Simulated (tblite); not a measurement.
Species: C₆H₈O₂.
SMILES with atom numbers: `[CH3:1][O:2][C:3]1=[C:4]([C:5]([CH3:6])=[O:7])[CH2:8]1` (hydrogens: H9, H10, H11 on C1; H12, H13, H14 on C6; H15, H16 on C8)

Computed with GFN2-xTB (tblite), gas phase: Langevin dynamics at 200 K from the optimised GFN2-xTB geometry, time step 0.5 fs, friction 0.01 fs⁻¹, 2000 steps.

Start geometry:
```
atom  x, y, z in Å
C1      3.112   -0.039   -0.368
O2      1.896    0.257   -1.042
C3      0.794    0.090   -0.364
C4     -0.520    0.135   -0.261
C5     -1.815    0.408   -0.812
C6     -2.955    0.099    0.134
O7     -1.978    0.846   -1.933
C8      0.247   -0.368    0.947
H9      3.884   -0.069   -1.134
H10     3.347    0.743    0.359
H11     3.057   -1.003    0.143
H12    -2.889   -0.936    0.463
H13    -2.880    0.737    1.012
H14    -3.906    0.271   -0.362
H15     0.353    0.267    1.822
H16     0.243   -1.427    1.186
```

The statistics below take the 31 frames saved every 25 fs from 250 to 1000 fs; their kinetic temperature (all 3N coordinates) averages 198 K.

Question: Give the mean, spread and extremes of the bond lengths.

Answer: 
| bond | start (Å) | mean (Å) | standard deviation (Å) | shortest (Å) | longest (Å) |
| --- | --- | --- | --- | --- | --- |
| C1–O2 | 1.421 | 1.425 | 0.020 | 1.381 | 1.459 |
| O2–C3 | 1.304 | 1.305 | 0.017 | 1.266 | 1.347 |
| C3=C4 | 1.319 | 1.318 | 0.013 | 1.288 | 1.345 |
| C4–C5 | 1.434 | 1.437 | 0.017 | 1.397 | 1.481 |
| C5–C6 | 1.512 | 1.516 | 0.019 | 1.459 | 1.553 |
| C5=O7 | 1.214 | 1.214 | 0.010 | 1.192 | 1.235 |
| C4–C8 | 1.517 | 1.524 | 0.023 | 1.487 | 1.576 |
| C3–C8 | 1.492 | 1.498 | 0.027 | 1.436 | 1.573 |
| C1–H9 | 1.088 | 1.097 | 0.020 | 1.055 | 1.136 |
| C1–H10 | 1.093 | 1.093 | 0.025 | 1.053 | 1.140 |
| C1–H11 | 1.092 | 1.093 | 0.025 | 1.033 | 1.144 |
| C6–H12 | 1.088 | 1.093 | 0.021 | 1.053 | 1.150 |
| C6–H13 | 1.088 | 1.092 | 0.027 | 1.037 | 1.150 |
| C6–H14 | 1.086 | 1.088 | 0.017 | 1.059 | 1.117 |
| C8–H15 | 1.086 | 1.090 | 0.028 | 1.032 | 1.161 |
| C8–H16 | 1.086 | 1.090 | 0.025 | 1.043 | 1.157 |

Question: Follow the torsions C1–O2–C3–C4 and C3–C4–C5–C6 through every second one of these frames.

Answer: 
```csv
t (fs),C1–O2–C3–C4 (°),C3–C4–C5–C6 (°)
250,156,177
300,162,170
350,-175,180
400,-175,151
450,-154,139
500,-157,134
550,-147,161
600,-171,152
650,-176,170
700,-179,-155
750,177,-173
800,-172,-173
850,-167,-172
900,-174,-177
950,-167,168
1000,176,139
```

Largest departure from the start value over all these frames: C1–O2–C3–C4 41° (start 180°), C3–C4–C5–C6 44° (start 178°).

Question: How widely does the potential energy scatter, against a harmonic estimate?

Answer: Mean 0.35 eV above the start, standard deviation 0.069 eV, range 0.19 to 0.48 eV. For 42 classical harmonic modes at 200 K the canonical values are 42kT/2 = 0.36 eV and kT·√(42/2) = 0.079 eV.

The run is classical and short, so these are rough statistics of one trajectory.

The cost below is that of the whole dynamics run. On an Arm Neoverse N1 with one thread, shared host with 64 logical CPUs at a one-minute load of 64, this took 18 s of wall time and 0.18 GiB of memory at its peak.
